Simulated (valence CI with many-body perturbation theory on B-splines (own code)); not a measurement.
Values are calculated unless marked as measured or tabulated.
**Sr7+: magnetic and hyperfine properties of the levels**

Method: relativistic CI+MBPT: three valence electrons over a frozen Dirac-Fock core [Ar] 3d10, a basis of 11 s, 11 p, 9 d, 7 f, 5 g, 2 h, 1 i functions for each j, with the one-electron correlation potential Σ1, the two-electron term Σ2, the three-electron term Σ3, Breit, model QED; selected CI, second order for the rest, scaled by the run's own slope (own B-spline code, finite nucleus).

Set against measurement, 9 paired levels are off by 104 cm⁻¹ on average, the worst by 168. These come from a selection out of Sansonetti, J. Phys. Chem. Ref. Data 41, 013102 (2012). Levels without a partner in it may be off by more.

A/g_I is the dipole constant over the nuclear g factor μ/I (μ in nuclear magnetons, uniformly magnetised nucleus), B/Q the quadrupole constant per barn. Both hold the static response of the core; the bare values leave it out. Large factors of s and p1/2 electrons are usually good to 5 to 10 %; those of open d and f shells near neutrality can be off by tens of per cent, and small factors of p3/2, d and f electrons come from cancelling terms and can be off by a factor of two or in sign, in half-filled shells by more. B is blank for J = 1/2, where it vanishes, and for nearly pure S terms. Energies count from the lowest level.

Names give the largest LS component (configuration and term), which can be under half, so a name can repeat, a term be missing and a line seem to break the LS rules; names also repeat where a configuration has a term twice. Letters in brackets count levels of one name in rising energy.

```csv
Level,E (cm⁻¹),g,A/g_I (MHz),A/g_I bare,B/Q (MHz/b),B/Q bare
4s2 4p 2P°_1/2,0,0.665,11800,11000,,
4s2 4p 2P°_3/2,13193,1.334,2210,1980,4030,3620
4s 4p2 4P_1/2,136840,2.655,26600,24400,,
4s 4p2 4P_3/2,142560,1.731,11500,10600,3360,3020
4s 4p2 4P_5/2,149190,1.586,11700,10800,-4030,-3620
4s 4p2 2D_3/2,179980,0.809,-3380,-3120,5390,4850
4s 4p2 2D_5/2,182070,1.214,11500,10600,7520,6760
4s 4p2 2S_1/2,211470,1.574,28600,26500,,
4s 4p2 2P_1/2,225980,1.108,22200,20600,,
4s 4p2 2P_3/2,230680,1.327,-2980,-2820,-4040,-3660
4s2 4d 2D_3/2,289450,0.800,333,315,859,722
4s2 4d 2D_5/2,291160,1.200,1050,968,1190,1000
4p3 4S°_3/2 [a],347070,1.364,1350,1240,2020,1810
4p3 4S°_3/2 [b],351590,1.438,-287,-269,-210,-192
4p3 2D°_5/2,352290,1.200,4300,3960,-848,-772
4p3 2P°_1/2,381630,0.665,10700,9870,,
4p3 2P°_3/2,385680,1.331,1790,1640,-2070,-1870
4s 4p 4d 4F°_3/2,401690,0.409,-5410,-4990,2020,1760
4s 4p 4d 4F°_5/2,404480,1.033,3460,3200,1590,1370
4s 4p 4d 4F°_7/2,408710,1.241,5780,5340,2350,2030
4s 4p 4d 4F°_9/2,414850,1.334,6130,5660,4960,4360
4s2 5s 2S_1/2,415870,2.002,15800,14900,,
4s 4p 4d 4P°_5/2,426220,1.510,7470,6910,1640,1410
4s 4p 4d 4D°_3/2,428260,1.425,5130,4740,1050,929
4s 4p 4d 4D°_1/2,429620,0.434,-11900,-11000,,
4s 4p 4d 4P°_1/2,436010,2.238,22400,20700,,
4s 4p 4d 4P°_3/2,436640,1.455,8380,7730,-1280,-1100
4s 4p 4d 4D°_7/2,436770,1.423,7530,6950,-3000,-2720
4s 4p 4d 4D°_5/2,436850,1.390,7630,7040,-1930,-1720
4s 4p 4d 2D°_3/2 [a],440350,0.849,-5820,-5380,-2080,-1900
4s 4p 4d 2D°_5/2 [a],441170,1.244,8880,8210,-2950,-2690
4s 4p 4d 2F°_5/2 [a],452810,0.882,3420,3180,4010,3550
4s 4p 4d 2F°_7/2 [a],462910,1.143,180,153,4770,4220
4s 4p 4d 2F°_7/2 [b],473300,1.146,4630,4290,3320,2890
4s 4p 4d 2F°_5/2 [b],474470,0.859,-2480,-2290,2760,2400
4s 4p 4d 2P°_3/2 [a],478430,1.307,4340,3990,759,665
4s2 5p 2P°_1/2,479220,0.666,1750,1640,,
4s2 5p 2P°_3/2,487170,1.319,2580,2380,1370,1240
4s 4p 4d 2P°_1/2 [a],487720,0.664,-10300,-9550,,
4s 4p 4d 2P°_1/2 [b],501710,0.663,1040,969,,
```

Q: Take the isotope of mass number 87, with I = 9/2, μ = -1.09316 μN and Q = 0.305 b. What is the hyperfine structure of 4s 4p2 4P_1/2?

A: From the table A = -6450 MHz. Shifts from the centre of gravity in MHz: F = 4: 17700, F = 5: -14500.
